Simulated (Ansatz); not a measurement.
Input for Ansatz (a quantum-chemistry and plane-wave program): R-MP2/def2-TZVPPD on H2Pb (SMILES [PbH2]), atoms moved off the minimum. Elements past Kr take the def2 small-core potentials; no spin–orbit coupling. Files ending in .json are basis or fitting sets from the Basis Set Exchange. The run froze 9 orbitals, filled d shells among them.

Ansatz 0.2 input:
```yaml
crystal:
  periodic: [false, false, false]
  atoms:
    - {symbol: Pb, position_ang: [0.19193747, -0.03701508, 0.27592770]}
    - {symbol: H, position_ang: [-0.24144006, -1.24584522, -1.26561231]}
    - {symbol: H, position_ang: [-0.33847847, 1.30528409, -1.14957939]}
basis:
  gaussian:
    orbitals: def2-TZVPPD.json
magnetization: {spin_polarized: false}
correlation: {method: mp2, electrons: outside_noble_gas}
scf: {lower_state_search: off}
output: {forces: true}
```

Program output:

```
WARN ansatz: RAYON_NUM_THREADS=2 ignored (pool sized by the plan → 2); use --threads N
Functional definition: HF
these checks for a lower state are left out or cut short: starts, cluster_reference, orbital_swaps, neighbouring_geometries, increment
integrals: 0.04 GiB planned
719 factors; integrals over basis functions are off by at most 1.0e-3 eV
mean field: 0.15 GiB planned
mean field evaluation 1: about -5249.6021 eV, gradient 1.0e1 eV
mean field evaluation 2: about -5249.6022 eV, gradient 1.0e1 eV
mean field evaluation 4: about -5250.1294 eV, gradient 1.2e0 eV
mean field evaluation 8: about -5250.1394 eV, gradient 7.0e-5 eV
mean field -5250.13944626 eV, -192.9390659779 hartree, gradient 1.5e-6 eV, S^2 0.000000; 0 other end points of the search recorded, 0 dependent functions left out
9 core orbitals not correlated
reference -5250.13944626 eV, -192.9390659779 hartree; 3, 3 occupied and 78, 78 virtual orbitals, 719 factors
densities: 0.14 GiB planned
second order -2.49932825 eV of doubles, -0.00000000 eV of singles
the calculation of the forces begins
Total energy: -5252.63877451 eV, -193.0309145969 hartree
Atom 0 at     0.191937    -0.037015     0.275928 Å, force    -0.733020     0.163711    -2.246441 eV/Å
Atom 1 at    -0.241440    -1.245845    -1.265612 Å, force     0.334313     0.455704     1.111234 eV/Å
Atom 2 at    -0.338478     1.305284    -1.149579 Å, force     0.398707    -0.619414     1.135207 eV/Å
Dipole moment:     0.169810    -0.032904     0.521226 e Å
Checks for a lower state left out: starts, cluster_reference, orbital_swaps, neighbouring_geometries, increment
```

The run converged.

Cost: very roughly 1.5 core-seconds.
